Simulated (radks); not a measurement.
The numbers below are computed, except where a source is named.
Problem. All-electron atom: F IV in [He] 2s2 2p2 (the NIST ground configuration). Level of theory: non-relativistic Kohn-Sham, PBE, spin-polarised, spherical densities, point nucleus; open shells are filled with parallel spins first (a radial shooting solver on a logarithmic mesh with Libxc functionals). Some entries of the table are withheld. Estimate them.

orbital  occ.  eigenvalue (Ry)  <r> (bohr)  <r^2> (bohr^2)
1s up       1        -54.47119      0.1765         0.04204
1s down     1        -54.30325      0.1760         0.04178
2s up       1         -6.85547         (1)          0.8978
2s down     1         -6.44146         (2)          0.9362
2p up       2         -5.51914      0.8191          0.8292
2p down     0         -5.08571      0.8436          0.8844

Solution. 
(1) 2s up <r> (bohr): 0.8712
(2) 2s down <r> (bohr): 0.8885
